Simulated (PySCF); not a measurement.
# Fractional electron number in Re (rhenium, neutral)

The 6s beta orbital of [Xe] 4f14 5d5 6s2 is emptied in steps (occupation f), with all orbitals relaxed, ending at [Xe] 4f14 5d5 6s1. Calculation: PySCF 2.14, in aug-cc-pVDZ-PP with ECP60MDF; scalar relativity through the core potential. The exact energy is a straight line in f; departures are measured from the line between the end points of the same method.

| f | BHandHLYP (eV) | B3LYP (eV) |
| --- | --- | --- |
| 1 | 0.000 | 0.000 |
| 0.9 | -0.141 | -0.220 |
| 0.7 | -0.334 | -0.516 |
| 0.5 | -0.403 | -0.618 |
| 0.3 | -0.344 | -0.521 |
| 0.1 | -0.149 | -0.222 |
| 0 | 0.000 | 0.000 |

```
   method  E(f=0) − E(f=1) (eV)  −ε at f=1 (eV)  −ε at f=0.5 (eV)
BHandHLYP                 7.663           6.103             7.633
    B3LYP                 7.961           5.526             7.947
```

Orbital energy along the path (eV):

| f | BHandHLYP | B3LYP |
| --- | --- | --- |
| 1 | -6.103 | -5.526 |
| 0.9 | -6.398 | -5.999 |
| 0.7 | -7.003 | -6.963 |
| 0.5 | -7.633 | -7.947 |
| 0.3 | -8.293 | -8.949 |
| 0.1 | -8.986 | -9.953 |
| 0 | -9.271 | -10.354 |

Reference removal energy between the ground levels: 7.834 eV (measured; NIST Atomic Spectra Database, ionization energies).
